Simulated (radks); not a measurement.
All-electron atom: Sc3+ in [Ne] 3s2 3p5.75 4f0.25 (fractional occupations, a model configuration). Calculated with a radial shooting solver on a logarithmic mesh with Libxc functionals: non-relativistic Kohn-Sham, PBE, spin-polarised, spherical densities, point nucleus; open shells are filled with parallel spins first.

Normalised radial functions P(r) = r R(r), r in bohr:

| r | 3s down |
|---|---|
| 0.00837 | 0.1431 |
| 0.01107 | 0.1784 |
| 0.01465 | 0.2178 |
| 0.01923 | 0.2571 |
| 0.02545 | 0.2931 |
| 0.03367 | 0.3148 |
| 0.04455 | 0.3079 |
| 0.05895 | 0.2547 |
| 0.07799 | 0.1387 |
| 0.1032 | -0.0449 |
| 0.1355 | -0.2667 |
| 0.1792 | -0.4783 |
| 0.2371 | -0.5708 |
| 0.3138 | -0.4388 |
| 0.4151 | -0.0484 |
| 0.5493 | 0.4921 |
| 0.7268 | 0.9475 |
| 0.954 | 1.0879 |
| 1.262 | 0.8780 |
| 1.67 | 0.4991 |
| 2.21 | 0.1924 |
| 2.924 | 0.0461 |
| 3.869 | 0.0060 |
| 5.119 | 0.0003 |
| 6.719 | 0.0000 |
| 8.89 | 0.0000 |
| 11.76 | 0.0000 |
| 15.56 | 0.0000 |

3s down: eigenvalue -88.711 eV, 2 radial nodes at r = 0.0971, 0.426 bohr, <r> = 1.06 bohr, 90 % of the charge inside 1.57 bohr.
